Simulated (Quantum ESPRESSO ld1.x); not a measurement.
The numbers below are computed, except where a source is named.
Task: The mean radii <r> (bohr) of the occupied orbitals of an atom or ion are listed with their occupations. Level of theory: scalar-relativistic Kohn-Sham, revPBE, spin-unpolarised, spherical densities, point nucleus (ld1.x of Quantum ESPRESSO 7.5).

orbital  occ.      <r>
1s          2  0.02842
2s          2   0.1226
2p          6   0.1071
3s          2   0.3305
3p          6   0.3287
3d         10   0.3054
4s          2   0.7906
4p          6   0.8516
4d         10    1.019
5s          2    2.022

Name the element and its charge.

Result: Z = 51, antimony, charge +3: Sb3+ in [Kr] 4d10 5s2. The 1s radius gives Z: for a bare nucleus <r> = (2 gamma + 1)/(2Z) with gamma = sqrt(1 - (Z/c)^2), 0.028 bohr for Z = 51, and screening makes it slightly larger (0.02842 here). The occupations add up to 48, and the charge is Z minus that.
